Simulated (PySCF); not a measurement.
A species of formula C7H11FSSi has this rotational fingerprint, computed with PBE0/pcSseg-1 in PySCF (dipole) on a GFN2-xTB geometry, gas phase:

- Rotational constants: A = 1300, B = 748.9, C = 537.1 MHz
- Dipole components: |μa| = 0.70 D, |μb| = 2.99 D, |μc| = 1.04 D
- Inertial defect: -122.69 u·Å²
- κ: -0.44

Question: Which candidate fits, each taken in the one conformer that was computed?
A. `[F:1][Si@@H:2]1[CH2:3][C:4](=[S:5])[C@@H:6]([CH:7]2[CH2:8][CH2:9]2)[CH2:10]1` with C4–C6–C7–C8 -78°, F1–Si2–C3–C4 -108°, Si2–C3–C4–S5 153°, C3–C4–C6–C7 -79°, C6–C7–C8–C9 -109°
B. `[CH3:1][CH2:2][CH2:3][c:4]1[cH:5][c:6]([SiH3:7])[s:8][c:9]1[F:10]` with C1–C2–C3–C4 -64°, C2–C3–C4–C5 101°
C. `[CH3:1][C:2]#[C:3][C@@:4]1([F:5])[CH2:6][S:7][SiH2:8][C@@H:9]1[CH3:10]` with C3–C4–C6–S7 169°, C4–C6–S7–Si8 -15°, C6–S7–Si8–C9 -11°, S7–Si8–C9–C10 157°
D. `[CH3:1]/[CH:2]=[C:3]1/[SiH2:4][C@@H:5]([C:6]([CH3:7])=[S:8])[C@@H:9]1[F:10]` with Si4–C5–C6–C7 -97°

Answer: A. It is F[Si@@H]1CC(=S)[C@@H](C2CC2)C1, an asymmetric top, point group C1. The candidates at the same level (rigid rotor, commonest isotopes):

```csv
SMILES,A (MHz),B (MHz),C (MHz),μa (D),μb (D),μc (D),Δ (u·Å²),point group,rotor
C/C=C1/[SiH2][C@@H](C(C)=S)[C@@H]1F,1555,612.9,567.0,1.32,2.72,0.57,-258.23,C1,near-prolate asymmetric top
F[Si@@H]1CC(=S)[C@@H](C2CC2)C1,1300,748.9,537.1,0.70,2.99,1.04,-122.69,C1,asymmetric top
CCCc1cc([SiH3])sc1F,1470,628.9,485.6,0.20,1.46,0.32,-106.48,C1,asymmetric top
CC#C[C@@]1(F)CS[SiH2][C@@H]1C,1750,622.3,523.8,2.94,1.16,1.84,-135.99,C1,asymmetric top
```

`CCCc1cc([SiH3])sc1F` has B 16 % too low; `CC#C[C@@]1(F)CS[SiH2][C@@H]1C` has A 35 % too high; `C/C=C1/[SiH2][C@@H](C(C)=S)[C@@H]1F` has A 20 % too high. No structure here is proved a minimum.
